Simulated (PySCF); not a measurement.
Gas-phase reaction: 2 GeCl4 + H2 → 2 GeHCl + 6 Cl

Computed with PySCF and rigid-rotor harmonic-oscillator thermochemistry at 1 bar. † marks an energy on the PBE0/def2-TZVP geometry and frequencies; other levels use their own. MP2 and CCSD(T) freeze the core. Open shells (unrestricted): Cl (multiplicity 2, electronic degeneracy 6); the rest are closed-shell singlets. Spin-orbit splitting is ignored; it lowers the true energy and changes the entropy of Cl. Ge: all electrons, no relativistic terms. GeHCl: computed as isolated molecules; such fragments, hydroxides, amides, oligomers or adducts are transient or little studied in the gas. MP2 isn't extrapolated to the basis-set limit; its ΔH°(298 K) is 1802.9 kJ in def2-SVP and 1956.7 kJ in def2-TZVPP. CCSD(T) isn't extrapolated to the basis-set limit; its ΔH°(298 K) is 1683.7 kJ in def2-SVP and 1812.7 kJ in def2-TZVPP. The harmonic model lacks anharmonicity and excited electronic states, which grow with temperature; levels with a mode under 35 cm⁻¹ are left out.

```tsv
level	ΔE electronic, kJ	ΔH°(298 K), kJ	ΔS°(298 K), J/K	ΔG°(1600 K), kJ
BLYP/def2-TZVP†	1678	1666	710	549
CCSD(T)/def2-SVP†	1696	1684	710	567
CCSD(T)/def2-TZVPP†	1825	1813	710	696
HF/def2-TZVP†	1374	1361	710	244
M06-2X/def2-TZVP†	1921	1909	710	792
MP2/def2-SVP†	1815	1803	710	686
PBE0/def2-TZVP	1856	1844	710	727
r2SCAN/def2-TZVP†	1905	1893	710	776
LDA/def2-TZVP†	2169	2157	710	1040
ωB97M-V/def2-TZVP†	1874	1862	710	745
```
ΔH° is lowest at HF/def2-TZVP† and highest at LDA/def2-TZVP†. No reference value is set beside these.
